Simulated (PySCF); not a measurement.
Sn(I)(OH)3 (H₃IO₃Sn), SMILES [OH][Sn]([OH])([OH])[I].

Coordinates come from a B3LYP-D3(BJ)/def2-SVP optimisation. A frequency run showed that this geometry is not a minimum. The structure was generated by enumeration; whether it is a known compound was not checked. The def2 effective core potentials stand for the cores of I, Sn; spin–orbit coupling is left out. Other conformers were not sampled.

Method: CAM-B3LYP/def2-TZVP (PySCF).

The molecule is in vacuum.

```yaml
total_energy: -739.61076 hartree
point_group: C3
highest_occupied_level: -9.38 eV
lowest_empty_level: -1.69 eV
orbital_gap: 7.69 eV
dipole_moment: 0.61 D
quadrupole, principal values (traceless, Buckingham form, about the centre of nuclear charge): -2.12, -2.12, 4.24 D·Å
mean_static_polarisability: 79.9 bohr³ (11.83 Å³)
polarisability_principal_values: 68.1, 68.1, 103.5 bohr³
```
